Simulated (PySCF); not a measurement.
Stepwise substitution at one centre (B OH-NH2). Gas-phase values, no solvent. One relaxed conformer stands for each flexible species; it need not be the lowest. Strings in code marks are SMILES.

The S1–T1 gap (TDA) from two functionals at the same geometries (CAM-B3LYP-D3(BJ)/def2-TZVP), both in PySCF: PBE-D3(BJ)/def2-TZVP and TPSSh-D3(BJ)/def2-TZVP. Excitations are Tamm–Dancoff values on a coarser integration grid. The basis has no diffuse functions, so Rydberg states are missing or too high.

```tsv
species	PBE-D3(BJ)/def2-TZVP (eV)	TPSSh-D3(BJ)/def2-TZVP (eV)
0 of 3 OH replaced by NH2 (`B(O)(O)O`)	0.14	0.18
1 of 3 OH replaced by NH2 (`OB(N)O` (O–B–O–H torsion 0°, O–B–O–H torsion 180°))	0.21	0.23
2 of 3 OH replaced by NH2 (`NB(N)O` (N–B–O–H torsion 180°))	0.18	0.20
3 of 3 OH replaced by NH2 (`B(N)(N)N`)	0.19	0.21
```

Over these rows, drawn at random from the members with no instability flagged (it was tested for open shells, ions and some series alone), PBE minus TPSSh-D3(BJ): mean -0.02 eV, from -0.03 eV to -0.02 eV.
